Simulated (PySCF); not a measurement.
## Os (osmium, neutral): r2SCAN calculation

Configuration: [Xe] 4f14 5d7 6s1, high-spin 5F determinant (an excited configuration). Computed with PySCF 2.14 in aug-cc-pVTZ-PP with ECP60MDF (6s6p5d3f2g, 88 functions), with scalar relativity through the core potential.

```
Total energy                                                  : -90.8114 hartree
One-electron energy                                           : -156.4460 hartree
Hartree (Coulomb) energy                                      : 75.2147 hartree
Exchange-correlation energy                                   : -9.5801 hartree
⟨S²⟩                                                          : 6.0041
⟨L²⟩                                                          : 12.040
Sum of ⟨r⟩                                                    : 25.62 bohr
Sum of ⟨r²⟩                                                   : 52.93 bohr²
Traceless quadrupole moment −½Σ⟨3z² − r²⟩ along its main axis : 0.00145 e·bohr²
Time after the integrals                                      : of the order of 5 core-seconds
```

```csv
shell,electrons,mean orbital energy (eV),spread (eV),"rms radius, mean of both spins (bohr)"
5s α,1,-91.060,0,1.09
5s β,1,-88.987,0,1.09
5p α,3,-50.817,0,1.26
5p β,3,-48.187,0.001,1.26
6s α,1,-6.283,0,3.21
5d α,5,-5.833,1.016,2.09
5d β,2,-3.758,0.001,2.09
```

Energies and moments cover only the electrons outside the core potential. Spin-orbit coupling, absent here, splits the open shell strongly.
